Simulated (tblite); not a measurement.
Start geometry of `COCC[C@]12C[C@H](C1)[C@@H]2F` from a force field or distance geometry (Å):
```
atom  x, y, z in Å
C1     3.449    2.434    0.210
O2     2.217    1.807    0.568
C3     1.324    1.722   -0.517
C4     0.022    1.075   -0.062
C5     0.246   -0.357    0.320
C6     0.853   -1.538   -0.544
C7     0.476   -2.243    0.799
C8    -0.845   -1.414    0.719
C9     1.084   -0.982    1.511
F10    0.638   -0.721    2.769
H11    3.250    3.462   -0.119
H12    3.939    1.869   -0.578
H13    4.086    2.466    1.099
H14    1.101    2.737   -0.881
H15    1.768    1.161   -1.334
H16   -0.720    1.134   -0.847
H17   -0.379    1.615    0.812
H18    0.304   -1.846   -1.437
H19    1.924   -1.474   -0.776
H20    0.606   -3.282    1.075
H21   -1.396   -1.238    1.655
H22   -1.567   -1.708   -0.060
H23    2.175   -0.870    1.450
```

**Question.** What comes out of this run: GFN2-xTB geometry optimisation, gas phase (tblite 0.8.0)?

**Answer.** 
```
atom  x, y, z in Å
C1     3.461    2.294    0.084
O2     2.268    1.668    0.471
C3     1.258    1.748   -0.507
C4    -0.008    1.078    0.021
C5     0.226   -0.370    0.362
C6     0.991   -1.430   -0.459
C7     0.514   -2.170    0.801
C8    -0.839   -1.457    0.624
C9     0.978   -0.935    1.579
F10    0.417   -0.730    2.815
H11    3.313    3.369   -0.082
H12    3.865    1.851   -0.836
H13    4.168    2.148    0.898
H14    1.049    2.802   -0.750
H15    1.591    1.247   -1.431
H16   -0.788    1.154   -0.740
H17   -0.341    1.599    0.921
H18    0.534   -1.735   -1.396
H19    2.064   -1.288   -0.568
H20    0.681   -3.209    1.061
H21   -1.448   -1.336    1.515
H22   -1.441   -1.761   -0.228
H23    2.044   -0.729    1.675
```

The energy falls by 0.199 eV over 81 L-BFGS steps, the largest force on an atom goes from 2.57 to 0.010 eV/Å, and the atoms move by 0.196 Å rms after alignment. The bond that changes most is C5–C9 (sp3 carbon at a ring junction to sp3 C–F carbon), which shortens by 0.047 Å. Bonds longer at the end by more than 0.005 Å: 5 of 24; shorter: 14. Among the angles that change most is F10–C9–H23, from 110.9° to 107.0°. Among the dihedrals that turn most is H17–C4–C5–C6, from -178° to -165°. Rotational constants go from 2228, 869.2, 779.1 to 2262, 878.6, 806.3 MHz. The orientation of the end geometry is arbitrary; only internal coordinates are fixed.

Its GFN2-xTB frequencies are all real (lowest 31 cm⁻¹). One conformer, not necessarily the lowest. 2 starts were optimised and ended at 0.00 and 0.90 kcal/mol (GFN2-xTB); the lowest of these is shown.

The numbers are calculated, not measured.
